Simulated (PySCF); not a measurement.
Job file and geometry (Å, from GFN2-xTB) of an NMR shielding run on SMILES CCOP(=O)(OC)OCC, C5H13O4P, GIAO PBE0/pcSseg-1 NMR shielding, non-relativistic, gas phase in PySCF; density fitting, a coarse starting grid and PySCF grid level 2 are the driver's defaults:

```
{"job": {"kind": "nmr", "xc": "PBE0", "basis": "pcSseg-1"}, "charge": 0, "multiplicity": 1}
C      2.771969    -1.466356    -0.417830
C      2.197287    -0.105481    -0.060610
O      0.886250    -0.276933     0.471135
P     -0.238626     0.761347     0.045457
O     -0.196939     1.227435    -1.344411
O     -0.063697     1.902812     1.152020
C     -0.753300     3.123456     0.944361
O     -1.592251     0.052650     0.491367
C     -2.282801    -0.721877    -0.481276
C     -1.637481    -2.082215    -0.674310
H      3.795036    -1.352076    -0.764806
H      2.760430    -2.114135     0.454646
H      2.181055    -1.929531    -1.203561
H      2.812556     0.385619     0.699894
H      2.143704     0.537500    -0.944768
H     -0.720170     3.399018    -0.111512
H     -0.248898     3.878353     1.546914
H     -1.793933     3.030194     1.259456
H     -2.291519    -0.172770    -1.428504
H     -3.304011    -0.820056    -0.102336
H     -0.633328    -1.951568    -1.069909
H     -1.571679    -2.602158     0.278021
H     -2.224406    -2.676243    -1.370243
```

**Question.** Write the output of this run.

**Answer.** 
```
coarse grid: 19464 points
cycle   1  E = -839.5769432787  dE =  1.713e+00  |g| = 1.191e+00  |ddm| = 4.249e+00
cycle   2  E = -839.2640522715  dE =  3.129e-01  |g| = 1.766e+00  |ddm| = 2.038e+00
cycle   3  E = -839.8166099399  dE = -5.526e-01  |g| = 2.529e-01  |ddm| = 1.383e+00
cycle   4  E = -839.8277989913  dE = -1.119e-02  |g| = 7.898e-02  |ddm| = 2.213e-01
cycle   5  E = -839.8287789992  dE = -9.800e-04  |g| = 1.772e-02  |ddm| = 4.906e-02
cycle   6  E = -839.8288448481  dE = -6.585e-05  |g| = 4.549e-03  |ddm| = 1.405e-02
cycle   7  E = -839.8288492591  dE = -4.411e-06  |g| = 7.787e-04  |ddm| = 3.351e-03
final grid: 182640 points
cycle   8  E = -839.9317261361  dE = -4.263e-05  |g| = 1.512e-02  |ddm| = 2.830e-02
cycle   9  E = -839.9316939747  dE =  3.216e-05  |g| = 2.015e-02  |ddm| = 2.067e-02
cycle  10  E = -839.9317699160  dE = -7.594e-05  |g| = 1.250e-03  |ddm| = 1.206e-02
cycle  11  E = -839.9317702063  dE = -2.903e-07  |g| = 2.216e-04  |ddm| = 1.002e-03
cycle  12  E = -839.9317702152  dE = -8.869e-09  |g| = 8.906e-05  |ddm| = 2.153e-04
cycle  13  E = -839.9317702163  dE = -1.113e-09  |g| = 4.593e-05  |ddm| = 9.045e-05
cycle  14  E = -839.9317702166  dE = -3.695e-10  |g| = 6.496e-06  |ddm| = 3.075e-05
converged SCF energy = -839.9317702166

GIAO shielding tensors (ppm)
atom      isotropic    diamagn.    paramagn.     s11        s22        s33       span
  0 C      167.614     247.668     -80.053    150.039    166.985    185.819     35.780
  1 C      123.084     245.508    -122.424     89.014    108.975    171.262     82.248
  2 O      224.936     407.944    -183.008    155.910    214.123    304.774    148.864
  3 P      313.252     973.118    -659.866    243.944    247.023    448.790    204.846
  4 O      213.517     400.790    -187.273    196.832    215.721    227.998     31.166
  5 O      256.462     403.667    -147.206    176.974    255.117    337.294    160.320
  6 C      132.905     242.639    -109.735    103.527    108.947    186.240     82.713
  7 O      230.180     405.092    -174.912    166.590    234.681    289.269    122.679
  8 C      121.617     245.131    -123.514     86.313    108.797    169.741     83.428
  9 C      167.606     251.179     -83.573    151.086    169.015    182.716     31.629
 10 H       30.714      27.097       3.617     26.483     27.398     38.260     11.777
 11 H       30.149      29.809       0.341     26.430     28.234     35.784      9.354
 12 H       30.295      30.927      -0.632     26.011     29.960     34.916      8.905
 13 H       27.755      30.522      -2.767     21.900     27.956     33.408     11.508
 14 H       27.138      31.994      -4.857     21.712     28.400     31.301      9.589
 15 H       27.500      28.238      -0.738     22.819     26.390     33.291     10.472
 16 H       27.908      27.344       0.564     23.384     25.383     34.958     11.574
 17 H       28.057      28.417      -0.360     23.357     25.971     34.844     11.487
 18 H       27.118      31.334      -4.216     22.504     27.432     31.418      8.914
 19 H       27.694      29.291      -1.597     22.085     27.198     33.799     11.715
 20 H       30.046      34.434      -4.388     24.708     30.960     34.471      9.763
 21 H       30.222      31.708      -1.486     27.104     28.074     35.488      8.384
 22 H       30.827      28.783       2.044     26.730     27.383     38.368     11.638
```

**Question.** Turn these shieldings into chemical shifts. Chemical shifts δ = σref − σ; 13C (σref 186.93), 1H (σref 31.72) against TMS; H2O for 17O (σref 336.08); H3PO4 for 31P (σref 318.38), all at this level.

**Answer.** Averaging equivalent atoms: C 1/8: 64.6; C 6: 54.0; C 0/9: 19.3; O 4: 122.6; O 2/7: 108.5; O 5: 79.6; P 3: 5.1; H 14/18: 4.59; H 13/19: 3.99; H 15/16/17: 3.90; H 10/11/12/20/21/22: 1.34 ppm. Experimental scales use liquid or dissolved standards, which lie at an offset from isolated H2O (liquid H2O: subtract about 36 ppm) and H3PO4.

Size and cost of the density-fitted run: 242 basis functions, roughly 2.3 core-minutes.
